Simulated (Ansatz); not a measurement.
# Equilibrium of C3H4 + GeH(CH3)2 ⇌ C3H3 + GeH2(CH3)2 at process temperatures

Gas-phase species: C3H4 `C1=CC1`, singlet; GeH(CH3)2, doublet; C3H3 (cyclopropenyl radical) `[CH]1C=C1`, doublet; GeH2(CH3)2, singlet. A radical takes H: the energy is the difference in strength between the C–H bond broken and the Ge–H bond made.

The electronic reaction energy at CCSD(T)/def2-TZVPP is +65.9 kJ/mol. Shapes: PBE0-D4/def2-TZVP. Programs: Ansatz 0.2.0. Enthalpy and entropy come from rigid-rotor, harmonic-oscillator sums on unscaled PBE0-D4/def2-TZVP wavenumbers, ideal gases at 1 bar. Symmetry numbers: C3H4 2, GeH(CH3)2 1, C3H3 1, GeH2(CH3)2 2. R = 8.3145 J/(mol K).

| T (K) | ΔH (kJ/mol) | ΔS (J/(mol K)) |
| --- | --- | --- |
| 700 | +56.8 | +3.7 |
| 1000 | +58.2 | +5.5 |
| 1300 | ? | ? |

Problem. Work out ln K at 700 and 1000 K, and from these estimate it at 1300 K.

Solution. 
1. 700 K: ΔG = +56.8 − 700 × (+3.7)/1000 = +54.2 kJ/mol; ln K = −ΔG/RT = -9.31.
2. 1000 K: ΔG = +58.2 − 1000 × (+5.5)/1000 = +52.7 kJ/mol; ln K = −ΔG/RT = -6.34.
3. Slope against 1000/T: (-6.34 − (-9.31))/(1.0000 − 1.4286) = -6.93, that is −ΔH/R with ΔH near +58 kJ/mol.
4. 1300 K: ln K = -9.31 + (-6.93) × (0.7692 − 1.4286) = -4.74.

The full sums give ΔH = +59.4 kJ/mol, ΔS = +6.5 J/(mol K), ΔG = +51.0 kJ/mol and ln K = -4.72 at 1300 K, so the line is off by -0.02 in ln K; without rounding the miss is -0.04, from the change of ΔH with temperature. The reactants are favoured over this whole range. An error of 10 kJ/mol in the energy moves ln K by 0.9 at 1300 K. Soft modes are treated as harmonic, which can err either way at these temperatures; the lowest are those of GeH(CH3)2 (113 cm⁻¹), GeH2(CH3)2 (126 cm⁻¹). Other reactions of these species are left aside. Open shells run unrestricted. Relativity is left out for Ge. Outer-core shells of Ge are correlated, in sets that cover them unevenly.
